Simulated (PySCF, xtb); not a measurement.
H5InN2O, SMILES [OH][In]([NH2])[NH2]. Other conformers were not sampled.

Harmonic wavenumbers (cm⁻¹) from GFN2-xTB (xtb 6.7.1) at its own minimum, in rising order: 98, 110, 118, 137, 161, 278, 394, 446, 470, 622, 629, 664, 686, 707, 1455, 1468, 3336, 3347, 3364, 3392, 3645.

Problem. What does PBE-D3(BJ)/def2-SVP (PySCF 2.14.0) give at its own minimum? (The exact figures need the calculation; the answer reports its results.)

Solution. 105, 118, 132, 142, 209, 232, 475, 486, 566, 598, 605, 750, 809, 818, 1479, 1491, 3403, 3412, 3502, 3513, 3714. Paired by order, the mean absolute difference is 58 cm⁻¹ and the zero-point energies are 36.5 and 38.0 kcal/mol.
